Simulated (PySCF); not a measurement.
Magnetisability: SMILES CPc1ccccn1, C6H8NP

Geometry (Å), atoms numbered from 1 in this order:
```xyz
16

C     2.6043    0.9486    0.5735
P     1.9330   -0.2737   -0.6317
C     0.1771   -0.2296   -0.1308
C    -0.6619   -1.3286   -0.3053
C    -1.9962   -1.1987    0.0292
C    -2.4485    0.0211    0.5139
C    -1.5356    1.0560    0.6358
N    -0.2585    0.9381    0.3193
H     2.2751    1.9395    0.2671
H     3.6918    0.9081    0.5475
H     2.2421    0.7463    1.5790
H     2.2247   -1.4258    0.1126
H    -0.2604   -2.2547   -0.6911
H    -2.6761   -2.0310   -0.0860
H    -3.4828    0.1645    0.7854
H    -1.8357    2.0288    1.0052
```

Theory: PySCF 2.14.0, GIAO B3LYP/pcSseg-1 magnetisability, rotational g tensor and spin-rotation constants, non-relativistic, gas phase. Geometry: GFN2-xTB.

**Question.** What are the magnetisability and the molar susceptibility?

**Answer.** Isotropic -1300 × 10⁻³⁰ J/T², or -78.3 × 10⁻⁶ cm³/mol; principal values -1926, -1029, -944 × 10⁻³⁰ J/T², anisotropy 943 × 10⁻³⁰ J/T² (root of half the summed squared differences of the principal values). The susceptibility is in cgs units.

**Question.** Split it along the inertial axes a, b, c into diamagnetic and paramagnetic parts about the centre of mass, with the quadrupole moment.

**Answer.** 
| axis | χ (10⁻⁶ cm³/mol) | diamagnetic (10⁻⁶ cm³/mol) | paramagnetic (10⁻⁶ cm³/mol) | summed x² of all electrons (Å²) | quadrupole Θ (D Å) |
| --- | --- | --- | --- | --- | --- |
| a | -61.2 | -409.5 | 348.3 | 239.8 | +6.60 |
| b | -58.4 | -1095.4 | 1036.9 | 78.1 | +0.58 |
| c | -115.1 | -1348.8 | 1233.7 | 18.4 | -7.18 |

Anisotropies 2χaa − χbb − χcc = +51.1 and 2χbb − χaa − χcc = +59.5 × 10⁻⁶ cm³/mol. Θ is traceless in Buckingham's convention.

**Question.** And the rotational g tensor?

**Answer.** 
```
axis  rotational constant (GHz)        g  nuclear part  electronic part
   a                     4.1531  -0.0747        0.6047          -0.6795
   b                     1.2029  -0.0212        0.5648          -0.5860
   c                     0.9645  +0.0107        0.5697          -0.5590
```
Asymmetric top; isotopes 12C, 1H, 14N, 31P; no vibrational averaging.
